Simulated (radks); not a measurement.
Results of a calculation; reference values are marked as such.
Ionisation of neutral promethium, [Xe] 4f5 6s2, to Pm+, [Xe] 4f5 6s1, under several functionals. Scalar-relativistic Kohn-Sham, spin-unpolarised, spherical densities, finite nucleus; a radial shooting solver on a logarithmic mesh with Libxc functionals. Known Delta-SCF values: exchange-only LDA 5.233 eV; HCTH/407 5.820 eV; PW91 5.907 eV. What does OLYP give, and what is its highest occupied eigenvalue?

Answer. 5.506 eV by Delta-SCF; the 4f eigenvalue is -2.317 eV. NIST: 5.582 eV (measured).

Beside tabulated values, note that spin-unpolarised runs miss the spin-polarisation part of the exchange energy of open shells.
